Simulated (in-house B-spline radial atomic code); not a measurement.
Bi. Computed with a B-spline radial atomic code. Model: non-relativistic spherical atom: semilocal Troullier-Martins pseudo-atom, one channel per l, against all electrons, high spin, G0W0 and RPA with empty states to l = 8, local potential for every l without a channel, a model core (radius 0 = none) keeps its share of the functional.

The core holds an angular momentum without a channel of its own, so the local potential lets valence electrons into it.

Without relativity these are model numbers for so heavy an element.

What the tables leave out is listed at the end.

The pseudopotential gives back the lowest level of each angular momentum of its own functional in the configuration it was made in; a second state of the same l is only approximately right. Exact exchange, RPA and GW see the smooth pseudo-orbitals and miss the exchange with the core, for which the functional's share stands in. The column with an uncorrelated core keeps all orbitals and exact exchange, and so separates missing core correlation from pseudisation. Only the three outermost levels and the lowest empty one were computed. RPA here is direct RPA, with no exchange kernel, and its energies carry an (l + 1/2)⁻⁴ tail. A hybrid on a potential with a model core restores only its own semilocal share of the core's exchange.

Command:
```bash
python run_psgw.py task.json out
```
Settings (lengths in bohr, energies in hartree):
```
Z                      83
electrons              83
configuration          [Xe] 4f14 5d10 6s2 6p3
generated_in           [Xe] 4f14 5d10 6s2 6p3
functional             pbe,pbe
core_shells            12
radius_factor          1.15
core_correction        True
```

Cost of the run: 65 s on 1 thread of Arm Neoverse N1 (shared host).

Given: made with PBE; model core radius 0.891 bohr; local radius 1.438 bohr; mean-field start PBE.

Valence shells of the generating configuration: 5d, 6s, 6p.

Channel: s 2.443, p 2.903, d 1.179 (radii in bohr).

Computed: largest level miss in the spin-unpolarised generating configuration 0 eV; valence RPA correlation energy pseudo -1.1499 hartree; all-electron RPA polarisability, core included 46.293 bohr³; pseudo-atom RPA polarisability 46.297 bohr³.

| level | occupied | mean-field all-electron (eV) | mean-field pseudo minus all (eV) | G0W0 all-electron (eV) | G0W0 uncorrelated core minus all (eV) | G0W0 pseudo minus all (eV) | exchange self-energy all-electron (eV) | exchange self-energy pseudo (eV) |
| --- | --- | --- | --- | --- | --- | --- | --- | --- |
| 6p up | 1 | -5.3391 | -0.002 | -8.5982 | 0.033 | -0.261 | -14.166 | -13.522 |
| 6p down (empty) | 0 | -3.5686 | -0.004 | -1.4204 | 0.045 | -0.297 | -4.3024 | -3.6618 |

**Question.** What is the valence RPA correlation energy all-electron orbitals?

**Answer.** -0.77615 hartree.

Given: mean-field start PBE0.

Computed: valence RPA correlation energy all-electron orbitals -0.73211 hartree; all-electron RPA polarisability, core included 39.225 bohr³; pseudo-atom RPA polarisability 37.378 bohr³.

```tsv
level	occupied	mean-field all-electron (eV)	mean-field pseudo minus all (eV)	G0W0 all-electron (eV)	G0W0 uncorrelated core minus all (eV)	G0W0 pseudo minus all (eV)	exchange self-energy all-electron (eV)	exchange self-energy pseudo (eV)
6p up	1	-6.3458	-0.121	-8.8507	0.037	-0.303	-14.214	-13.954
6s down	1	-11.005	-0.016	-13.66	0.097	-0.416	-14.381	-12.824
6p down (empty)	0	-2.7085	-0.073	-1.1708	0.044	-0.167	-3.9672	-3.5839
```

**Question.** What is the valence RPA correlation energy pseudo?

**Answer.** -1.0978 hartree.

Among the listed levels the largest G0W0 shift of the pseudo-atom is -0.42 eV, for 6s down on the PBE0 start, while leaving the core uncorrelated moves that level by +0.10 eV. So pseudisation and the lost core exchange, not the missing core correlation, make the error. Not in the tables (levels of low weight, unsolved or above zero; the highest and the empty levels are kept at any weight): on PBE the G0W0 levels 6s down (pseudo minus all -0.42 eV, weights 0.72 and 0.76), 6s up (pseudo minus all -0.04 eV, weights 0.06 and 0.07); on PBE0 the G0W0 levels 6s up (pseudo minus all -0.89 eV, weights 0.03 and 0.12); no Hartree-Fock pseudo-atom is run with a model core.
